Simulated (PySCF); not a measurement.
## Which determinant of SnN lies lowest?

Unrestricted PBE0; Sn x2c-SVPall, N x2c-SVPall; spin-free X2C with a Gaussian nucleus (PySCF 2.14). Outer shells of the fragments: Sn 4d10 5s2 5p2; N 2s2 2p3.

Followed along the bond (rough minima from three points):

```csv
2Ms+1,unpaired,⟨S²⟩ at the start,R at minimum (Å),Te (eV)
2,π ↑,0.97,1.98,0.00
2,σ ↑,1.19,1.89,0.07
4,π ↑↑↑,3.76,none in the scan,≤ 1.09
4,"σ ↑, π ↑↑",3.79,none in the scan,≤ 1.58
6,"σ ↑, π ↑↑↑↑",8.76,none in the scan,≤ 2.86
```

Solutions found at the starting distance of 2.005 Å, counted from the lowest of them; the search is not exhaustive and high or unbound solutions are not listed, so other states can lie among these:

```csv
2Ms+1,unpaired,term,E (eV),⟨S²⟩,⟨Lz²⟩,μ (D)
2,π ↑,²Π,0.00,0.97,1.00,-3.07
2,σ ↑,mixed,0.24,1.19,0.00,-3.20
4,π ↑↑↑,⁴Π,1.40,3.76,1.00,-1.25
4,"σ ↑, π ↑↑",mixed,1.60,3.79,2.01,-1.96
2,π ↑↑↓,mixed,2.00,1.76,3.01,-1.22
4,"σ ↑, π ↑↑",mixed,2.01,3.76,2.00,-2.13
2,"σ ↓, π ↑↑",mixed,2.22,1.77,2.01,-2.12
2,"σ ↑, π ↑↓",mixed,2.35,1.76,2.02,-2.32
2,"σ ↓, π ↑↑",mixed,2.67,1.77,2.00,-2.32
6,"σ ↑, π ↑↑↑↑",⁶Σ⁺,3.46,8.76,0.00,0.46
4,"σ ↓, π ↑↑↑↑",mixed,4.72,4.77,0.00,0.74
4,"σ ↑↑, π ↑",⁴Π,4.73,3.81,1.01,-1.39
2,"σ ↓, π ↑↑",mixed,5.09,1.75,0.00,-1.43
6,"σ ↑↑, π ↑↑↑",⁶Π,6.21,8.76,1.00,0.95
```

A term symbol is given only where ⟨S²⟩ and ⟨Lz²⟩ are close to those of a pure state; real π, δ and φ orbitals otherwise mix terms. A positive dipole means Sn(−)N(+).

Problem. Compare the gap between the two lowest followed solutions at the starting distance with the gap between their minima.

Solution. At PBE0 the second solution (Ms = 0.5 of mixed spin, unpaired electrons σ ↑) lies +0.24 eV from the first (doublet, unpaired electrons π ↑) at 2.005 Å and +0.07 eV at the minima; the two curves relax by different amounts, since their minima lie near 1.89 and 1.98 Å.

Spin–orbit coupling is left out.
